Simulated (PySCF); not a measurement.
Dipole moment and polarisability of `ClC1CCCCC1`

C6H11Cl.
Geometry (PBE0-D3(BJ)/def2-SVP, Å), atoms numbered from 1 in this order:
```
atom  x, y, z in Å
Cl1    3.2489   -0.4363    2.0081
C2     2.7793   -0.1123    0.2852
C3     1.9801   -1.2886   -0.2565
C4     0.6005   -1.3956    0.3832
C5    -0.1719   -0.0851    0.2629
C6     0.6200    1.0834    0.8427
C7     1.9999    1.1921    0.2039
H8     3.7385   -0.0219   -0.2431
H9     2.5534   -2.2188   -0.1249
H10    1.8735   -1.1302   -1.3454
H11    0.7241   -1.6541    1.4482
H12    0.0377   -2.2221   -0.0789
H13   -1.1494   -0.1703    0.7640
H14   -0.3869    0.1142   -0.8033
H15    0.7439    0.9414    1.9294
H16    0.0713    2.0291    0.7086
H17    2.5871    2.0042    0.6591
H18    1.8944    1.4368   -0.8690
```

Level: CAM-B3LYP/def2-SVPD (PySCF), static field, nuclei fixed, core orbitals frozen in the response. The polarisability tensor in these axes (au):

```
x   84.54 -1.02  5.34
y   -1.02 80.60 -0.14
z    5.34 -0.14 81.06
```

Give the principal values, the mean and the anisotropy Δα = √{½[(α1 − α2)² + (α2 − α3)² + (α1 − α3)²]}.

Principal values 77.11, 80.56 and 88.53 au; mean 82.07 au = 12.16 Å³ = 13.53 × 10⁻⁴⁰ C²·m²/J; Δα = 10.14 au (12 % of the mean).

What is the dipole moment, and where does it point?

(-0.95, 0.37, -1.97) D, 2.22 D in size, pointing from the negative to the positive side. Measured along this direction, the outermost atoms are Cl1 at the negative end and H14 at the positive end.

Orientational against electronic polarisability at 250 K (dilute gas, rigid molecules)?

In Gaussian units μ²/3kT = 47.44 Å³ against 12.16 Å³, a ratio of 3.90; the Debye molar polarisation (4π/3)N_A(α + μ²/3kT) is 150.3 cm³/mol, leaving out the vibrational part.

Molar refractivity from α?

Lorentz–Lorenz: R = (4π/3)N_A α = 2.5225 cm³/(mol·Å³) × 12.16 Å³ = 30.7 cm³/mol, in the limit of long wavelengths.

Give the eigenvalues of the traceless quadrupole moment Θ = ½Σq(3rr − r²1), origin at the centre of nuclear charge.

-5.07, 1.67, 3.40 D·Å. The values depend on the origin, since the dipole doesn't vanish. The electronic extent ⟨r²⟩ about the same centre is 919 bohr², a root-mean-square distance of 2.01 Å for the 64 electrons.

Isolated species at its PBE0-D3(BJ)/def2-SVP geometry (one conformer only).

The run behind these numbers computed excited states and ΔSCF ions as well. The run took 4.2 min on Arm Neoverse V1, one thread, on a shared host.
